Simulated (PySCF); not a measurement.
# How methods differ on the excitation energy of Sb

Sb [Kr] 4d10 5s2 5p3 (4S) → Sb [Kr] 4d10 5s1 5p3 6s1 (6S), as a difference of total energies. All numbers are calculated (PySCF 2.14, scalar relativity by spin-free X2C-1e, in aug-cc-pwCVTZ-DK3 with one added diffuse shell each of s, p, d, f type (11s10p8d5f1g, 125 functions)). Correlated levels: valence: [Kr] 4d10 frozen; valence and next inner shell: [Ar] 3d10 frozen. The calculations carry no spin-orbit coupling.

```json
{"method": "UHF", "excitation energy (cm⁻¹)": "77377"}
{"method": "LDA", "excitation energy (cm⁻¹)": "98710"}
{"method": "PBE", "excitation energy (cm⁻¹)": "96200"}
{"method": "PBE0", "excitation energy (cm⁻¹)": "93861"}
{"method": "r2SCAN", "excitation energy (cm⁻¹)": "93039"}
{"method": "MP2 (valence)", "excitation energy (cm⁻¹)": "86175"}
{"method": "SCS-MP2 (valence)", "excitation energy (cm⁻¹)": "89146"}
```

Task: Estimate what SCS-MP2 (valence and next inner shell) gives.

Result: 95576 cm⁻¹, closest to PBE among the rows shown.

Task: Estimate what MP2 (valence and next inner shell) gives.

Result: 94190 cm⁻¹, closest to PBE0 among the rows shown.

The upper state lies above the first ionisation limit, but in LS coupling its spin forbids autoionisation to the ground ion; at this Z spin-orbit coupling breaks that rule. A Rydberg-like electron needs more diffuse functions than a valence basis has.

The promoted electron is Rydberg-like, and one or two diffuse shells describe it only roughly, which tends to raise the upper state.
